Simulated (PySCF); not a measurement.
**NMR data sheet: CH11NSi4**

```yaml
Formula: CH11NSi4
SMILES: CN1[SiH2][SiH]([SiH3])[SiH2]1
Point_group_of_the_computed_structure: Cs
Degrees_of_unsaturation: 1
Carbon_signals: 1
Proton_signals: 5
```

Atom-mapped SMILES (the numbers label the heavy atoms): `[CH3:1][N:2]1[SiH2:3][SiH:4]([SiH3:5])[SiH2:6]1`. Hydrogens are named by the atom that carries them. Ha(Si3), Ha(Si6) are cis to Si5 on the ring; Hb(Si3), Hb(Si6) are trans to Si5 on the ring.

PySCF calculation with GFN2-xTB structure and PBE0/pcSseg-1 with gauge-including orbitals; single conformer, no relativistic terms, in vacuum, rapidly exchanging positions averaged.

δ = σ(ref) − σ, references computed at the same level: ¹H, ¹³C, ²⁹Si vs TMS; ¹⁵N against NH3.

| carbon | δC, type | δH (multiplicity) | HMBC from (2–3 bonds) | span of the C tensor (ppm) |
| --- | --- | --- | --- | --- |
| C1 | 42.8, CH3 | 2.84 (s) | Hb(Si3)/Hb(Si6), Ha(Si3)/Ha(Si6) | 71 |

Other nuclei:
```json
{"atoms": "Hb(Si3)/Hb(Si6)", "nucleus": "¹H", "environment": "hydrogen on a silicon bonded to N, Si, in a 4-membered ring", "δ (ppm)": "5.48", "σ (ppm)": "26.23"}
{"atoms": "Ha(Si3)/Ha(Si6)", "nucleus": "¹H", "environment": "hydrogen on a silicon bonded to N, Si, in a 4-membered ring", "δ (ppm)": "5.29", "σ (ppm)": "26.43"}
{"atoms": "H(Si4)", "nucleus": "¹H", "environment": "hydrogen on a silicon bonded to 3 Si, in a 4-membered ring", "δ (ppm)": "4.07", "σ (ppm)": "27.65"}
{"atoms": "H(Si5)", "nucleus": "¹H", "environment": "hydrogen on a silicon bonded to Si", "δ (ppm)": "3.67", "σ (ppm)": "28.05"}
{"atoms": "Si3/Si6", "nucleus": "²⁹Si", "environment": "silicon bonded to N, Si, 2 H, in a 4-membered ring", "δ (ppm)": "-24.4", "σ (ppm)": "373.6"}
{"atoms": "Si5", "nucleus": "²⁹Si", "environment": "silicon bonded to Si, 3 H", "δ (ppm)": "-113.0", "σ (ppm)": "462.2"}
{"atoms": "Si4", "nucleus": "²⁹Si", "environment": "silicon bonded to 3 Si, H, in a 4-membered ring", "δ (ppm)": "-116.1", "σ (ppm)": "465.3"}
{"atoms": "N2", "nucleus": "¹⁵N", "environment": "nitrogen bonded to C, 2 Si, in a 4-membered ring", "δ (ppm)": "34.1", "σ (ppm)": "233.6"}
```

δC 42.8: methyl carbon bonded to N; the inductive effect lowers its shielding. δH 5.48, 5.29: hydrogen on a silicon bonded to N, Si, in a 4-membered ring. δH 4.07: hydrogen on a silicon bonded to 3 Si, in a 4-membered ring. δH 3.67: hydrogen on a silicon bonded to Si. δH 2.84: hydrogen on a methyl carbon bonded to N; its carbon carries N, hence the downfield position.

Shifts are as computed. Against solution values, carbons near 30 ppm lie about +3 ppm off and those near 130 ppm about +5 ppm. Of 1211 compounds with measured shifts, 218 miss one by over three times the rms of a fit or turn the order of signals round; such compounds aren't used in these exercises. Experimental scales use liquid or dissolved standards, which lie at an offset from isolated NH3 (liquid NH3: subtract about 20 ppm). Multiplicities follow the n + 1 count of equivalent neighbours, as no J values were calculated; m marks all less simple cases, F and P coupling included.
